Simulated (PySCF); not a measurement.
C5H11Si, SMILES [CH2][Si](C)(C)C=C, multiplicity 2.

The structure is a stationary point at ωB97X-D3(BJ)/def2-SVP. The isomer is the one that the SMILES or the coordinates give; other isomers of the formula were not compared. The values are those of a single conformer.

Level of theory: TDA-ωB97X/def2-SVPD (PySCF).

Vertical excitations. Isolated molecule, no solvent.

Computed excitation energies, oscillator strengths and character:
```json
[
 {"state": "root 1", "energy (eV)": "4.18", "λ (nm)": "297", "f": "0.004", "main pairs": "α HOMO−1→LUMO 11 %, β HOMO→LUMO 33 %, β HOMO−3→LUMO 27 %, β HOMO→LUMO+1 9 %"},
 {"state": "root 2", "energy (eV)": "4.37", "λ (nm)": "284", "f": "0.002", "main pairs": "α HOMO−1→LUMO 25 %, β HOMO→LUMO+1 26 %, β HOMO−3→LUMO 26 %"},
 {"state": "root 3", "energy (eV)": "5.51", "λ (nm)": "225", "f": "0.002", "main pairs": "β HOMO−2→LUMO 42 %, β HOMO−1→LUMO 21 %, β HOMO→LUMO 11 %, β HOMO−8→LUMO 8 %"},
 {"state": "root 4", "energy (eV)": "5.74", "λ (nm)": "216", "f": "0.010", "main pairs": "α HOMO→LUMO 9 %, β HOMO−1→LUMO 42 %, β HOMO−2→LUMO 27 %, β HOMO−1→LUMO+1 7 %"},
 {"state": "root 5", "energy (eV)": "6.02", "λ (nm)": "206", "f": "0.043", "main pairs": "α HOMO→LUMO 34 %, α HOMO−2→LUMO 12 %, β HOMO−1→LUMO 18 %, β HOMO−3→LUMO 9 %, β HOMO→LUMO 7 %"},
 {"state": "root 6", "energy (eV)": "6.10", "λ (nm)": "203", "f": "0.005", "main pairs": "α HOMO→LUMO 8 %, α HOMO−1→LUMO 7 %, β HOMO→LUMO 41 %, β HOMO−3→LUMO 17 %"}
]
```
Unrestricted roots are not spin-pure.
